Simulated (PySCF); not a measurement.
# Spin states of SeF

Unrestricted PBE0; Se def2-SVPD, F def2-SVPD; no relativity (PySCF 2.14). Outer shells of the fragments: Se 3d10 4s2 4p4; F 2s2 2p5.

Followed along the bond (rough minima from three points):

```tsv
2Ms+1	unpaired	⟨S²⟩ at the start	R at minimum (Å)	Te (eV)
2	π ↑	0.75	1.77	0.00
4	σ ↑, π ↑↑	3.75	none in the scan	≤ 1.60
```

Solutions found at the starting distance of 1.730 Å, counted from the lowest of them; the search is not exhaustive and high or unbound solutions are not listed, so other states can lie among these:

| 2Ms+1 | unpaired | term | E (eV) | ⟨S²⟩ | ⟨Lz²⟩ | μ (D) |
| --- | --- | --- | --- | --- | --- | --- |
| 2 | π ↑ | ²Π | 0.00 | 0.75 | 1.01 | -1.40 |
| 4 | σ ↑, π ↑↑ | ⁴Σ⁻ | 2.11 | 3.75 | 0.00 | -1.24 |
| 2 | σ ↓, π ↑↑ | mixed | 2.82 | 1.76 | 0.00 | -1.05 |
| 2 | σ ↑, π ↑↓ | mixed | 2.83 | 1.76 | 2.02 | -1.09 |
| 2 | σ ↑ | mixed | 3.95 | 0.75 | 2.01 | -0.89 |
| 4 | π ↑↑↑ | ⁴Π | 7.38 | 3.75 | 1.00 | 0.09 |

A term symbol is given only where ⟨S²⟩ and ⟨Lz²⟩ are close to those of a pure state; real π, δ and φ orbitals otherwise mix terms. A positive dipole means Se(−)F(+).

Spin–orbit coupling is left out. Counting both spins, an empty level lies below a filled one in some of these solutions, because spin and occupation are held.
